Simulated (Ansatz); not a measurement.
Reaction (atomization): `C[SiH2][AsH]O` → As• + C• + 7 H• + O• + Si•

Computed with Ansatz on PBE0-D4/def2-TZVP structures; ΔE is electronic, products minus reactants. CCSD(T)/CBS is the MP2 limit (def2-TZVPP, def2-QZVPP) plus CCSD(T) − MP2 in def2-TZVPP, frozen cores. This one scheme is used for every species, atoms too. Functionals use def2-TZVPP. Open shells (•) are unrestricted, without spin–orbit coupling. Spin–orbit coupling would lower the free atoms: a little for C, O, Si. Bonds to As are less sure, by a few kJ/mol each and by 10 to 20 or more in all where they break to atoms, as the def2 sets lack core-valence functions. Scalar relativity is left out up to krypton. One conformer a species, not always the lowest.

| level | ΔE (kcal/mol) |
| --- | --- |
| PBE-D4 | 859.4 |
| r2SCAN-D4 | 852.2 |
| PBE0-D4 | 845.4 |
| B2PLYP | 840.5 |
| PBE0 | 840.6 |
| MP2/def2-TZVPP | 830.9 |
| CCSD(T)/def2-TZVPP | 829.2 |
| SCS-MP2/def2-QZVPP | 850.6 |

Task: What does CCSD(T)/CBS give? (Best estimate.)

Result: The calculation gave: +852.5 kcal/mol. The listed levels differ from it by 6.9, -0.3, -7.1, -12.0, -11.9, -21.6, -23.3, -1.9 kcal/mol.

Largest T1 diagnostic among the species: 0.012.

From PBE to PBE0 (25 % exact exchange), in def2-TZVPP and without D4, ΔE moves by −13.2 kcal/mol: exact exchange takes away binding that semilocal exchange gives to molecules. In def2-TZVPP, CCSD(T) changes the Hartree–Fock value by +224.9 kcal/mol (the triples alone add +11.7 kcal/mol) and MP2 by +226.6 kcal/mol; breaking electron pairs costs correlation energy, which Hartree–Fock lacks. The D4 term adds +9.1 kcal/mol with B3LYP and +4.8 kcal/mol with PBE0; it sums over pairs of atoms, weighted by their polarisabilities, and B3LYP, whose exchange is more repulsive, gets the larger term.

B3LYP here is the variant with VWN-RPA as its local correlation; programs differ in this.

For atomizations the MP2-based limit and the directly extrapolated one differ by several kJ/mol either way, and by 10 to 25 for some Ge, Se and Sn compounds, so smaller differences from it don't rank the levels.
